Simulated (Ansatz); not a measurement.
Molecule: MoH$_{3}$, charge 0, multiplicity 4. The spin state was set by rule; other spins were not relaxed. SMILES: [MoH3]
Geometry: optimised at B3LYP-D3(BJ)/def2-TZVP (Ansatz, an electronic-structure program).

Wanted: vertical ionisation energy (to the triplet state of charge +1; each state is the SCF solution reached for its spin; the molecule has degenerate orbitals, so one determinant may break the symmetry; the UHF <S^2> is 2.24 for the triplet (pure: 2.00) and 3.86 for the quartet (pure: 3.75); for the triplet T1 is 0.060), in eV. Valence correlation only, unless marked. Open shells are spin-unrestricted. Spin-orbit coupling is left out. Frozen are the shells of the preceding noble gas and the d and f shells that filled before the atom's block. Past Kr the def2 sets carry scalar-relativistic core potentials. CBS marks a two-point X^-3 extrapolation of the correlation energy; Hartree-Fock from the larger set.

```json
[
 {"level": "HF/def2-SVPD", "program": "Ansatz", "vertical ionisation energy (eV)": "8.57"},
 {"level": "HF/def2-TZVPPD", "program": "Ansatz", "vertical ionisation energy (eV)": "8.55"},
 {"level": "HF/def2-QZVPPD", "program": "Ansatz", "vertical ionisation energy (eV)": "8.55"},
 {"level": "MP2/def2-SVPD", "program": "Ansatz", "vertical ionisation energy (eV)": "8.90"},
 {"level": "SCS-MP2/def2-SVPD", "program": "Ansatz", "vertical ionisation energy (eV)": "8.73"},
 {"level": "CCSD/def2-QZVPPD", "program": "Ansatz", "vertical ionisation energy (eV)": "8.81"},
 {"level": "CCSD(T)/CBS(def2-TZVPPD,def2-QZVPPD)", "program": "Ansatz", "vertical ionisation energy (eV)": "8.84"}
]
```
